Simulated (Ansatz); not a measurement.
ClH₇N₂Si₂, SMILES `N[SiH2][SiH](N)Cl`. Total charge 0; spin multiplicity 1. All single points use the PBE0-D4/def2-TZVP geometry. It is one conformer, not always the lowest.

```xyz
12

N     0.160   -0.480   -1.901
Si   -0.352   -1.245   -0.440
Si    0.277    0.256    1.236
N    -0.614    1.698    1.060
Cl    2.341    0.489    0.941
H     1.122   -0.183   -1.964
H    -0.159   -0.837   -2.788
H     0.237   -2.589   -0.151
H    -1.828   -1.419   -0.517
H     0.152   -0.189    2.644
H    -0.550    2.437    1.742
H    -0.786    2.062    0.136
```

Q: What is the dipole moment at PBE/def2-TZVPP? (Estimate.)

A: The calculation gave: 1.86 D, with components (-1.01, 0.90, -1.28) D in this frame, pointing from negative to positive charge.

Q: And with r2SCAN, B3LYP, ωB97M-V? (Estimate.)

A: Ansatz gave: r2SCAN 1.87 D, B3LYP 1.79 D, ωB97M-V 1.81 D.

Q: Give the Mulliken charges with PBE, ωB97M-V, B3LYP in def2-TZVPP. (An estimate is asked.)

A: Ansatz gave: 
| atom | PBE | ωB97M-V | B3LYP |
| --- | --- | --- | --- |
| N1 | -0.39 | -0.38 | -0.41 |
| Si2 | 0.25 | 0.25 | 0.32 |
| Si3 | 0.37 | 0.37 | 0.45 |
| N4 | -0.36 | -0.35 | -0.38 |
| Cl5 | -0.26 | -0.26 | -0.30 |
| H6 | 0.15 | 0.13 | 0.14 |
| H7 | 0.15 | 0.11 | 0.13 |
| H8 | -0.08 | -0.05 | -0.09 |
| H9 | -0.06 | -0.03 | -0.08 |
| H10 | -0.07 | -0.03 | -0.08 |
| H11 | 0.15 | 0.12 | 0.14 |
| H12 | 0.16 | 0.13 | 0.15 |

B3LYP here is the variant with VWN-RPA as its local correlation; programs differ in this.
